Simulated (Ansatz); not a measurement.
Geometry optimisation, Ansatz 0.2.0, RKS PBE/def2-SVP.

The input (input.yaml):

```yaml
crystal:
  periodic: [false, false, false]
  atoms:
    - { symbol: Ta, position_ang: [-0.83508, 0.385455, -0.275506] }
    - { symbol: "N", position_ang: [2.385309, -0.102756, 0.626174] }
    - { symbol: H, position_ang: [3.237059, -0.315394, 1.162964] }
    - { symbol: H, position_ang: [2.114918, -0.964502, 0.13048] }
    - { symbol: O, position_ang: [-0.004783, 0.615019, 1.413788] }
    - { symbol: H, position_ang: [1.007787, 0.465085, 1.399422] }
    - { symbol: O, position_ang: [-1.009098, 0.278308, -2.194039] }
    - { symbol: H, position_ang: [-0.550532, 0.382672, -3.042232] }
    - { symbol: Cl, position_ang: [-2.968015, 1.167106, 0.26585] }
    - { symbol: O, position_ang: [-0.219321, -1.466869, -0.319814] }
    - { symbol: H, position_ang: [-0.160098, -1.881493, 0.563596] }
    - { symbol: Si, position_ang: [0.816767, 2.208683, -1.070893] }
    - { symbol: H, position_ang: [1.818225, 1.583714, -2.032392] }
    - { symbol: H, position_ang: [0.107666, 3.266892, -1.889395] }
    - { symbol: H, position_ang: [1.662014, 2.937784, -0.051859] }
    - { symbol: H, position_ang: [2.680682, 0.561595, -0.122545] }
basis:
  gaussian: { orbitals: def2-SVP }
hamiltonian:
  xc: pbe
relax:
  f_tol: 0.03
  max_steps: 50
```

Run as:

```bash
$ ansatz run input.yaml --threads 4 --pin off --max-ram 5120MiB --backend cpu --events-out ev --progress --plain --runs-dir out
```

Where does it end, and by what steps?

The run converged. The force dipped under the threshold on the way, but the program's further checks kept it going. After 35 steps the energy has fallen by 0.467 eV; H8 moved furthest, 2.04 Å.

```
step  energy less start (eV)  largest force component (eV/Å)  accepted
   0                  0.0000                           1.100       yes
   2                 -0.1456                           0.265       yes
   4                 -0.2027                           0.405       yes
   6                 -0.2737                           0.483       yes
   8                 -0.3420                           0.416       yes
  10                 -0.3809                           0.526       yes
  12                 -0.4236                           0.319       yes
  14                 -0.4392                           0.426       yes
  16                 -0.4543                           0.124       yes
  18                 -0.4573                           0.188       yes
  20                 -0.4584                           0.197        no
  22                 -0.4611                           0.051       yes
  24                 -0.4592                           0.107        no
  26                 -0.4628                           0.070       yes
  28                 -0.4640                           0.073       yes
  30                 -0.4655                           0.069       yes
  32                 -0.4666                           0.066       yes
  34                 -0.4673                           0.032       yes
  35                 -0.4674                           0.018       yes
```

```xyz
16
Properties=species:S:1:pos:R:3
Ta -1.034 0.170 -0.475
N 2.869 0.379 1.329
H 2.947 0.700 2.303
H 3.608 -0.323 1.185
O 0.399 -0.316 0.648
H 1.367 -0.102 0.939
O -2.045 1.089 -1.829
H -1.959 1.760 -2.524
Cl -2.359 1.018 1.285
O -1.229 -1.555 -1.294
H -0.758 -2.309 -0.893
Si 0.944 1.606 -1.562
H 2.179 0.788 -1.885
H 0.617 2.381 -2.823
H 1.433 2.652 -0.572
H 3.105 1.184 0.732
```

Run time: 2.1 min on 4 threads of Arm Neoverse V1 (shared host), peak memory 0.27 GiB.
